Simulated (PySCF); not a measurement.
Constitutional and geometric isomers with formula C3H5N. Gas-phase values, no solvent. One relaxed conformer stands for each flexible species; it need not be the lowest. Strings in code marks are SMILES.

Quantity: vertical ionisation energy (energy after one electron is removed minus that of the parent at the parent's geometry), in eV.

Level 1: PBE-D3(BJ)/def2-TZVP // PBE0-D4/def2-TZVP (PySCF)
Level 2: PBE/6-31G* // PBE0-D4/def2-TZVP (PySCF)
Level 3: SVWN5/6-31G* // PBE0-D4/def2-TZVP (PySCF)
Level 4: minus the HOMO energy of SVWN5/6-31G* // PBE0-D4/def2-TZVP (PySCF)

```
species    level 1  level 2  level 3  level 4
---------  -------  -------  -------  -------
`CC#CN`       8.20     7.94     8.11     4.46
`NC1=CC1`     7.98     7.74     7.92     4.42
`CCC#N`      11.49    11.35    11.47     7.78
`NC1C=C1`     8.60     8.35     8.51     4.66
`N=C1CC1`     9.23     9.03     9.15     5.37
```
